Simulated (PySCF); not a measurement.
# Excitation energy of Ne²⁺ by level of theory

Ne²⁺ [He] 2s2 2p4 (3P) → Ne²⁺ [He] 2s2 2p3 3d1 (5D), as a difference of total energies. All numbers are calculated (PySCF 2.14, the spin-free X2C one-electron Hamiltonian (Gaussian nucleus), in aug-cc-pCVTZ-DK with one added diffuse shell each of s, p, d, f type (8s7p5d3f, 75 functions)). Correlated levels: valence: 1s2 frozen. The calculations carry no spin-orbit coupling.

```
           method  excitation energy (cm⁻¹)
              UHF                    384940
    MP2 (valence)                    393290
SCS-MP2 (valence)                    394630
   CCSD (valence)                    393310
CCSD(T) (valence)                    393400
```

A first-order spin-orbit estimate (lowest level to lowest level, LS coupling) adds 0.037 eV.

The promoted electron is Rydberg-like, and one or two diffuse shells describe it only roughly, which tends to raise the upper state.
